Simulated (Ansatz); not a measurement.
Species: C$_{2}$H$_{5}$N, charge 0, singlet. C2H5N (SMILES C=NC).
B3LYP-D3(BJ)/def2-TZVP minimum from Ansatz (an electronic-structure program):
```
N
C 1 1.2590
H 2 1.0883 1 119.48
H 2 1.0987 3 117.18 1 180.00
C 1 1.4479 2 118.24 3 -180.00
H 5 1.0921 1 108.92 2 -121.86
H 5 1.0921 6 106.91 1 117.56
H 5 1.0989 6 109.13 7 117.91
```

Total energies in hartree (Ansatz). UHF or UKS for unpaired electrons; spin-orbit terms are left out. Correlated methods leave the cores frozen. No relativity. For partners of very few electrons the exact lower level stands in for a higher one.

```csv
species,HF/cc-pVTZ,CCSD(T)/cc-pVTZ,HF/cc-pVQZ,CCSD(T)/cc-pVQZ,CCSD(T)/cc-pVDZ,CCSDT(Q)/cc-pVDZ
1: C2H5N (SMILES C=NC),-133.11122,-133.70668,-133.12062,-133.74681,-133.56739,-133.56925
2: C (triplet),-37.69157,-37.78076,-37.69331,-37.78654,-37.76038,-37.76071
3: N (quartet),-54.40069,-54.51471,-54.40372,-54.52482,-54.47850,-54.47866
4: H (doublet),-0.49981,-0.49981,-0.49995,-0.49995,-0.49928,-0.49928
```

Work out the atomisation energy (electronic, to ground-state atoms) in kcal/mol: take Hartree-Fock from cc-pVQZ, extrapolate the CCSD(T) correlation energy as X^-3 (X = 3, 4), and add CCSDT(Q) - CCSD(T) in cc-pVDZ. 1 hartree = 627.51 kcal/mol.


Species 1: correlation (64·(-0.62619) - 27·(-0.59546))/37 = -0.64861; step -0.00186; E1 = -133.12062 + (-0.64861) + (-0.00186) = -133.77109
Species 2: correlation (64·(-0.09323) - 27·(-0.08919))/37 = -0.09618; step -0.00033; E2 = -37.69331 + (-0.09618) + (-0.00033) = -37.78982
Species 3: correlation (64·(-0.12110) - 27·(-0.11402))/37 = -0.12627; step -0.00016; E3 = -54.40372 + (-0.12627) + (-0.00016) = -54.53015
Species 4: correlation (64·(0.00000) - 27·(0.00000))/37 = 0.00000; step +0.00000; E4 = -0.49995 + (0.00000) + (+0.00000) = -0.49995
-1·E1 +2·E2 +1·E3 +5·E4 = 1.16155 hartree = 728.9 kcal/mol.
